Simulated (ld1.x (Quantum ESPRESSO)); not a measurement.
# aluminium (Al): excitation energies, all-electron against ultrasoft

* Element: aluminium (Al)
* Generator: ld1.x (Quantum ESPRESSO) 7.5
* Type: ultrasoft
* Functional: PBE
* Relativity: non-relativistic
* Frozen core: [Ne]
* Valence charge: 3
* Reference configuration: 3s2 3p1
* Partial waves: 3s (bound): rcut 1.60, rcutus 1.70 bohr; 3s channel at -0.05 Ry: rcut 1.60, rcutus 1.70 bohr; 3p (bound): rcut 1.55, rcutus 1.80 bohr; 3p channel at 4.95 Ry: rcut 1.55, rcutus 1.80 bohr; 3d channel at 0.05 Ry: rcut 1.70, rcutus 2.05 bohr
* Local potential: all-electron potential smoothed inside 1.65 bohr (lloc = -1)
* Core correction: none
* Augmentation charge: built from norm-conserving waves at rcut, not smoothed further

Energies are relative to the spin-unpolarised reference configuration 3s2 3p1; without spin polarisation the order of configurations can differ from experiment. The frozen-core shift is the all-electron ΔE with the core orbitals held at their reference shape minus the fully relaxed ΔE.

| valence configuration | charge | ΔE all-electron (eV) | error AE − PS (meV) | frozen-core shift (meV) |
| --- | --- | --- | --- | --- |
| 3s2 3p0 | +1 | 5.771 | -2.1 | +0.7 |
| 3s1 3p0 | +2 | 24.963 | +13 | +19 |
| 3s2 3p0.5 | +0.5 | 2.090 | -0.3 | +0.1 |
| 3s2 3p1.3 | -0.3 | -0.577 | 0.0 | 0.0 |
| 3s0 3p3 | 0 | 10.383 | +48 | +5.6 |
| 3s1 3p1 | +1 | 11.543 | +9.8 | +4.1 |
| 3s1 3p2 | 0 | 5.107 | +10.0 | +1.4 |
